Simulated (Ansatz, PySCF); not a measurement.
Donor–acceptor adduct: BH3 (SMILES B) (first 4 atoms) with C2H6O (SMILES COC); geometry from B3LYP-D3(BJ)/def2-TZVP, rigid monomers moved along the line of their centres of mass till B1···O6 is 1.49 Å.
(charge 0, multiplicity 1):
```tsv
atom	x (Å)	y (Å)	z (Å)
B	0.1492	0.2265	1.0946
H	1.2806	0.5130	0.8058
H	-0.6860	1.0199	0.7503
H	-0.1438	-0.9313	0.9009
C	-1.1553	0.1909	3.1596
O	0.1466	0.3788	2.5805
C	1.1613	-0.4090	3.2249
H	-1.1017	0.4228	4.2229
H	-1.4841	-0.8384	3.0033
H	-1.8226	0.8766	2.6489
H	1.1719	-0.1647	4.2867
H	2.1032	-0.1412	2.7586
H	0.9565	-1.4708	3.0733
```

Interaction energies are E(AB) − E(A) − E(B) at the monomers' geometry in the complex; basis-set methods are counterpoise corrected. Rows marked so take none.

Frozen-core correlation. Rows in 6-311+G**, 6-31G* carry no dispersion term and start afresh at each structure (6-31G* with six Cartesian d functions).

Programs: Ansatz (a first-principles code) with Gaussian orbitals; PySCF for 6-311+G** rows, 6-31G* rows, the dispersion terms. 

```tsv
level	interaction energy (meV)
HF/6-31G*	-689.5
HF/6-31G* (no counterpoise)	-792.3
HF/aug-cc-pVDZ	-638.4
PBE-D4/def2-TZVPPD	-1310.5
r2SCAN-D3(BJ)/def2-TZVPPD	-1346.4
B3LYP/6-311+G** (no counterpoise)	-1013.9
B3LYP-D4/def2-TZVPPD	-1185.8
PBE0-D3(BJ)/def2-TZVPPD	-1366.8
CCSD/aug-cc-pVDZ	?
```

Q: Complete the blanks.

A: 
- CCSD/aug-cc-pVDZ, interaction energy (meV): -915.6
